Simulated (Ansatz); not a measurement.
Basis-set extrapolation for `CCCOC(=O)CCCl` (PBE0-D4/def2-TZVP geometry, frozen core, the Gaussian-basis code of Ansatz). Multiplicity 1, RHF reference.

```
                      def2-TZVPP   def2-QZVPP
                 HF  -843.025987  -843.056004
    MP2 correlation    -1.670851    -1.792261
CCSD(T) correlation    -1.811518      not run
```

Energies in hartree. Use E(X) = E(∞) + A·exp(−7.88·√X) for Hartree–Fock and E(X) = E(∞) + B·X^(−2.97) for correlation, with X = 3 and 4, and add CCSD(T) minus MP2 of the smaller set to the MP2 limit.

What is the CCSD(T) energy at the basis-set limit?

HF limit: -843.056004 + (-0.030017) × 0.13774 = -843.06014. MP2 limit: -1.792261 + (-0.121410) × 0.74074 = -1.88219. Higher-order term: -1.811518 − (-1.670851) = -0.14067. Total: -845.08300 hartree, 644.5 kJ/mol below CCSD(T)/def2-TZVPP.
